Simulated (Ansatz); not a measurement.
AsF3, SMILES F[As](F)F.

The structure is a stationary point at B3LYP-D3(BJ)/def2-SVP.

Two levels are set side by side: PBE/def2-SVPD (Ansatz, an electronic-structure program) and PBE0/def2-SVPD (Ansatz). Energy differences of separate SCF runs at the same geometry; the states with an electron removed or added have multiplicity 2 and 2. Differences are taken from unrounded values.

```csv
quantity,PBE
vertical ionisation energy (eV),12.43
vertical singlet–triplet gap (eV),5.88
```

Task: These are the PBE values. What does PBE0 give? (Estimate from the structure and the level; the computed values follow.)

Result: 
```
quantity                            PBE0  PBE minus PBE0
---------------------------------  -----  --------------
vertical ionisation energy (eV)    12.79           -0.36
vertical singlet–triplet gap (eV)   5.97           -0.09
```
